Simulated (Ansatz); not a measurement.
Ansatz (an electronic-structure program) input:

Ansatz 0.2 input:
```yaml
crystal:
  periodic: [false, false, false]
  atoms:
    - {symbol: W, position_ang: [-0.00000000, -0.00000000, -0.42888623]}
    - {symbol: Cl, position_ang: [0.00000000, 0.00000000, 1.86691652]}
basis:
  gaussian:
    orbitals: def2-TZVPD
hamiltonian:
  xc: {name: CAM-B3LYP}
total_charge: -1
magnetization: {spin_polarized: true, initial_magnetization: 4}
```

Predict the final energy.

-527.23747 Eh (CAM-B3LYP/def2-TZVPD). The basis has 89 functions.

This state (charge -1, quintet) is run at the relaxed geometry of the species with charge 0 and multiplicity 6.

The determinant is spin-contaminated: <S^2> is 6.10 against 6.00 for a pure state.
